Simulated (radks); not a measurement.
Results of a calculation; reference values are marked as such.
Effect of the nuclear size on the thallium ion Tl3+, [Xe] 4f14 5d10. Level of theory: Dirac Kohn-Sham, PBE, spin-unpolarised, spherical densities, finite nucleus; Fermi nuclear charge, rms radius 5.4759 fm (a radial shooting solver on a logarithmic mesh with Libxc functionals). The rms radius is varied about that value; shifts are against it.

rms radius (fm)  total energy shift (eV)  density at nucleus (e/bohr^3)  1s1/2 shift (meV)  2s1/2 shift (meV)  5s1/2 shift (meV)  5p1/2 shift (meV)  5d5/2 shift (meV)  6s1/2 (empty) shift (meV)  6p1/2 (empty) shift (meV)
4.8681                             -24.8                      2.651e+06              -9910              -1490              -18.2             -0.526              0.224                      -2.73                     -0.136
5.1747                             -12.5                      2.584e+06              -5000               -753              -9.18             -0.266              0.113                      -1.38                     -0.069
5.4759                                 0                      2.523e+06              0.000              0.000              0.000              0.000              0.000                      0.000                      0.000
5.9249                              19.4                       2.44e+06               7750               1170               14.2              0.414             -0.175                       2.13                      0.107
6.7846                              59.0                      2.303e+06              23600               3550               43.2               1.26             -0.532                       6.48                      0.326

Slopes of the eigenvalues against <r^2> in GHz/fm^2, as finite differences over the two radii next to the reference (eigenvalue slopes, not the field-shift constants of lines): 1s1/2 370000, 2s1/2 55800, 5s1/2 680, 5p1/2 19.7, 5d5/2 -8.36, 6s1/2 (empty) 102, 6p1/2 (empty) 5.10.
